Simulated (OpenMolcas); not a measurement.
Fe2+ (d6) among equal point charges was computed by CASSCF with the d shell active (OpenMolcas, ANO-RCC-VTZP on the metal). Its lowest spin-free states, and all those of the highest spin:

| 2S+1 | Degeneracy | E (cm-1) |
| --- | --- | --- |
| 5 | 3 | 0.0 |
| 5 | 2 | 5868 |
| 3 | 3 | 19949 |
| 3 | 3 | 21863 |
| 3 | 3 | 23443 |
| 3 | 2 | 25293 |
| 3 | 3 | 26578 |
| 3 | 3 | 26858 |
| 1 | 1 | 27430 |
| 3 | 1 | 29106 |
| 3 | 3 | 29386 |
| 3 | 3 | 29636 |

Q: Is the site octahedral, tetrahedral or cube-like, axial, or of lower symmetry?

A: The states with 2S+1 = 5 have orbital degeneracies 3, 2. Threefold states need a cubic site. For d6 at this spin an octahedron puts the threefold T2 below the twofold E and a tetrahedron or cube puts the twofold E below the threefold T2, so the site is octahedral. The first gap at this spin, 5870 cm-1, is |10Dq| in ligand-field theory. The run had Fe2+ among 6 point charges of -2 e arranged as an octahedron (Oh), 2 Å from the ion. The active orbitals were held to one l.

An orbital triplet at a regular site is open to Jahn-Teller coupling, which can distort the site and quench the lowest spin-orbit gaps and is left out. Without dynamic correlation the repulsion within the d shell is too large (B by tens of per cent), so at a given field states of lower spin stand too high. This is an electrostatic model: the charges have no orbitals. No measured value stands beside these numbers.
